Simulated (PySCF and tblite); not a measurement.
Values are calculated unless marked as measured or tabulated.
C7H10, numbered as in [CH:1]#[C:2][CH2:3]/[CH:4]=[CH:5]/[CH2:6][CH3:7].

The ensemble was built from 90 distance-geometry starts (ETKDG and KDG, MMFF94s, GFN2-xTB) and rests on GFN2-xTB geometries. Weights use B3LYP-D3(BJ)/pcSseg-1 (IEF-PCM, chloroform) energies plus GFN2-xTB zero-point and thermal terms (modes under about 100 cm⁻¹ blended into free rotors). Symmetry numbers and mirror images are counted. Conformers within 3 kcal/mol (GFN2-xTB free energy) were kept, 7 at most. Run with PySCF (density fitting) and tblite.

An NOE distance is ⟨r⁻⁶⟩^(−1/6) over all pairs of like atoms and, for the average, over conformers.

Torsions listed: C2–C3–C4–C5, C4–C5–C6–C7. Of a mirror pair one member is shown.

```tsv
conformer	shape	weight %
1	1°, -119°	38.5
2	-120°, -118°	20.4
3	-119°, 118°	17.2
4	120°, -1°	12.1
```

Not shown: 1 more, 12.0 % in all.

Question: Which H–H contacts under 3.5 Å would NOEs report (pairs on one atom left out) at 298.15 K?

Answer: 
```
     pair  in 1 (Å)  in 2 (Å)  in 3 (Å)  in 4 (Å)  average (Å)
H3 ··· H4      2.51      2.72      2.73      2.72         2.60
H6 ··· H7      2.61      2.61      2.61      2.60         2.60
H5 ··· H6      2.71      2.71      2.71      2.48         2.64
H4 ··· H6      2.64      2.65      2.65      3.55         2.75
H3 ··· H5      3.51      2.65      2.65      2.61         2.88
H4 ··· H5      3.05      3.05      3.05      3.05         3.05
H5 ··· H7      2.96      2.96      2.97      3.95         3.07
H4 ··· H7      4.10      4.09      4.11      2.57         3.16
```

Longer pairs under the limit may be missing.

Question: In a model where alignment follows shape alone (order matrix 0.001 × (3G/tr G − 1)/2, G the second moments of the atom positions; splitting J + 2D), what are the one-bond C–H dipolar couplings D?

Answer: H1 -1.5 Hz (2.3 in conformer 1), H3 6.0 Hz (4.8 in conformer 1), H4 4.5 Hz (2.2 in conformer 1), H5 4.4 Hz (2.1 in conformer 1), H6 5.5 Hz (5.3 in conformer 1), H7 0.0 Hz (-0.5 in conformer 1).
